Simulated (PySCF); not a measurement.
Isomers of C5H6BrF. Method used: PySCF 2.14.0, PBE0-D3(BJ)/def2-SVP geometry optimisation, gas phase. One conformer each; no zero-point energy, no entropy. No frequencies were run at this level. Point groups hold within 0.08 Å.

Question: Order them by energy at this level, lowest first, and give relative energies in kJ/mol.
A. `[F:1][CH2:2]/[CH:3]=[C:4]1\[CH2:5][C@H:6]1[Br:7]` with F1–C2–C3–C4 2°
B. `[CH2:1]=[C:2]([Br:3])[C:4](=[CH2:5])[CH2:6][F:7]` with C1–C2–C4–C5 174°, C2–C4–C6–F7 62°

Answer: B (0.0), A (53.2).

As drawn, the higher has a three-membered ring, which the lower lacks.

```csv
SMILES,E (Eh),E rel (kJ/mol),dipole (D),point group,"A, B, C (MHz)"
C=C(Br)C(=C)CF,-2866.94306,0.0,1.57,C1,"3838, 933.3, 774.3"
FC/C=C1\C[C@H]1Br,-2866.92279,53.2,1.90,C1,"5267, 669.9, 635.7"
```

How do the relative energies change in single points at wB97X-D/def2-SVPD (no added dispersion term) on the same geometries?

| SMILES | PBE0-D3(BJ)/def2-SVP (kJ/mol) | wB97X-D/def2-SVPD (kJ/mol) | shift |
| --- | --- | --- | --- |
| C=C(Br)C(=C)CF | 0.0 | 0.0 | 0.0 |
| FC/C=C1\C[C@H]1Br | 53.2 | 56.9 | +3.7 |

Each column counts from its own lowest isomer. The order is unchanged; the largest shift is 3.7 kJ/mol.
